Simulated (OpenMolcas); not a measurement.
## What dynamic correlation does to the levels of C2+

| Property | Result |
| --- | --- |
| Program | OpenMolcas 26.06 |
| Basis | ANO-RCC-VTZP [4s3p2d1f] |
| Scalar Hamiltonian | DKH2, point nucleus |
| Active space | 2 electrons in 8 orbitals (2s 2p 3s 3p) |
| State averaging | 2S+1 = 3 even, 3 roots; 2S+1 = 1 even, 7 roots; 2S+1 = 3 odd, 3 roots; 2S+1 = 1 odd, 3 roots |
| Spin-orbit coupling | state interaction with AMFI integrals over the reference wave functions, term energies averaged over their components |

Methods on the same reference wave functions:
A. CASSCF
B. SS-CASPT2, IPEA 0.25 Eh, imaginary shift 0.1 Eh (closed shells correlated: 1s)
C. MS-CASPT2, IPEA 0.25 Eh, imaginary shift 0.1 Eh (closed shells correlated: 1s)
D. XMS-CASPT2, IPEA 0.25 Eh, imaginary shift 0.1 Eh (closed shells correlated: 1s)

Energies in cm-1 above 2s2 1S0, the measured ground level; measured values from Moore, Selected Tables of Atomic Spectra, NSRDS-NBS 3, section 3.

| Level | A | B | C | D | Measured |
| --- | --- | --- | --- | --- | --- |
| 2s2 1S0 | 0.0 | 0.0 | 0.0 | 0.0 | 0.0 |
| 2s 2p 3P* 0 | 52897 | 52310 | 52330 | 52350 | 52367 |
| 2s 2p 3P* 1 | 52923 | 52340 | 52360 | 52370 | 52391 |
| 2s 2p 3P* 2 | 52977 | 52390 | 52410 | 52430 | 52447 |
| 2s 2p 1P* 1 | 112197 | 104310 | 104330 | 103750 | 102352 |
| 2p2 3P0 | 138837 | 137620 | 137640 | 137670 | 137426 |
| 2p2 3P1 | 138864 | 137650 | 137660 | 137700 | 137454 |
| 2p2 3P2 | 138916 | 137700 | 137720 | 137750 | 137502 |
| 2p2 1D2 | 155284 | 147380 | 147400 | 145500 | 145876 |
| 2p2 1S0 | 191043 | 183920 | 183960 | 184130 | 182520 |

Deviations, from unrounded energies. A percentage is the sum of absolute deviations over the sum of measured energies, with the sign that they share, or ± where signs differ.

```tsv
Against measurement	Levels	A	B	C	D
mean absolute deviation (cm-1)	9	3700	620	630	460
other configurations (%)	9	+3.4	±0.6	±0.6	±0.4
```

D lies closest to measurement on these levels and A furthest from it. The largest miss of D in the table is 2p2 1S0, by +1600 cm-1. The ranking rests on the paired levels alone, and a cruder setting can come out closer through cancelling errors.

Among B to D the level of the table that moves most is 2p2 1D2, by 1900 cm-1 (lowest in D, highest in C). Moves below CASPT2's spread within the term are not significant.

The lowest spin-free term lies below A's lowest term by 0.008 hartree in B, 0.008 hartree in C, 0.009 hartree in D.

CASPT2 does not keep the components of a term degenerate, so their means are used; among the terms shown or strongly mixed into the levels shown the widest spread is 10 cm-1 (2p2 1D, D). Active for correlation alone: 3p 3s; no level in the range computed is led by a configuration that fills them, so any true level of that kind is missing. Measured partners are found by configuration, term and J. A level has none where our copy of the source lacks it or the pairing is in doubt (some pairs that miss far off the trend of their configuration count as doubtful), and it then counts in no deviation. Only configurations of the active space appear.

* marks odd parity.
